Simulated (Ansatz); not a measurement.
A search over several starts for the lowest SCF solution of the cluster InP₂⁻ at the given spin, in a small basis.

```yaml
crystal:
  periodic: [false, false, false]
  atoms:
    - {symbol: In, position_ang: [0.685261, 1.417537, -0.437004]}
    - {symbol: P, position_ang: [0.172327, -1.186390, -0.523297]}
    - {symbol: P, position_ang: [-0.857588, -0.231147, 0.960300]}
basis:
  gaussian: {orbitals: def2-SVP}
total_charge: -1
magnetization: {spin_polarized: true, initial_magnetization: 0}
hamiltonian: {xc: pbe0, dispersion: d4}
output: {orbitals: {seedname: orbitals}}
```

```sh
$ ansatz run in.yaml --threads 4 --pin off --events-out ev --progress --plain --max-ram 3916MiB
```

Shortened log:

```
Functional definition: PBE0
655 factors; integrals over basis functions are off by at most 1.5e-3 eV
mean field evaluation 1: about -23739.1697 eV, gradient 9.6e0 eV
mean field evaluation 2: about -23738.3885 eV, gradient 1.3e1 eV
mean field evaluation 4: about -23740.0142 eV, gradient 5.3e-1 eV
mean field evaluation 8: about -23740.0168 eV, gradient 3.7e-3 eV
mean field evaluation 16: about -23740.0168 eV, gradient 3.1e-5 eV
mean field -23740.01681043 eV, -872.4295262219 hartree, gradient 2.8e-6 eV, S^2 0.000000; 4 other end points of the search recorded, 0 dependent functions left out
reference -23740.01683249 eV, -872.4295270327 hartree; 26, 26 occupied and 36, 36 virtual orbitals, 655 factors
Total energy: -23740.13861301 eV, -872.4340023842 hartree
```

It took 0.7 s on 4 threads of AMD EPYC 9R45 on a shared host.

In the def2 sets In takes a core potential; there is no spin–orbit coupling. The highest occupied level of the charge -1 singlet lies above zero (up to 0.22 eV). By energy differences its removal costs 1.70 eV (vertical, to the charge 0 doublet, at PBE0-D4/def2-TZVPD). The structure comes from a short search, and lower isomers may exist.
